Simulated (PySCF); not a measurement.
hydrogen iodide (HI), SMILES I.

Geometry optimised at B3LYP-D3(BJ)/def2-TZVPD. The def2 effective core potentials stand for the cores of I; spin–orbit coupling is left out.

All values below come from HF/def2-TZVPD (PySCF).

Gas-phase values at a fixed geometry.

**Question.** Estimate the frontier levels, gap, dipole moment and polarisability. (Estimate from the structure and the level; the computed values follow.)

**Answer.** 
- highest occupied level: -10.54 eV
- lowest empty level: 1.41 eV
- orbital gap: 11.94 eV
- dipole moment: 0.53 D
- quadrupole, principal values (traceless, Buckingham form, about the centre of nuclear charge): -2.38, -2.38, 4.76 D·Å
- mean static polarisability: 35.1 bohr³ (5.21 Å³)
- polarisability, principal values: 34.2, 34.2, 37.0 bohr³
